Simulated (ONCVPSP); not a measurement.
**PBEsol ONCV dataset for Pm (Z = 61), scalar-relativistic all-electron reference.**

promethium, optimised norm-conserving Vanderbilt (ONCV), made with ONCVPSP 4.0.1 (PBEsol, scalar-relativistic). Core [Kr] 4d10 4f4, reference 5s2 5p6 5d1 6s1.75 6p0.25. Waves: 5s+6s: rc 2.70 bohr, ncon 4, nbas 8, qcut 4.6 1/bohr, 2 projectors; 5p+6p: rc 2.55 bohr, ncon 4, nbas 8, qcut 4.2 1/bohr, 3 projectors, debl 0.5 Ha; 5d: rc 3.10 bohr, ncon 4, nbas 9, qcut 6 1/bohr, 2 projectors, debl 0.8 Ha. Local part: polynomial inside 2.05 bohr (lpopt 3, dvloc0 3 Ha). Core correction: none.

Results:

| Quantity | Value |
| --- | --- |
| Cutoffs needed | 7.7 Ha and 9.8 Ha (the cutoffs (Ha) at which the residual kinetic energy of the hardest occupied pseudo-wave falls to 1 and 0.1 mHa per electron) |
| Ghost test | no bound ghost flagged; no localised positive-energy state flagged |
| Largest excitation error | -150 meV (all-electron minus pseudo) for 5s2 5p5 5d1 6s2 6p0, out of 4 test configurations |

Generation and tests took about 6.1 s on one core of a shared server CPU.
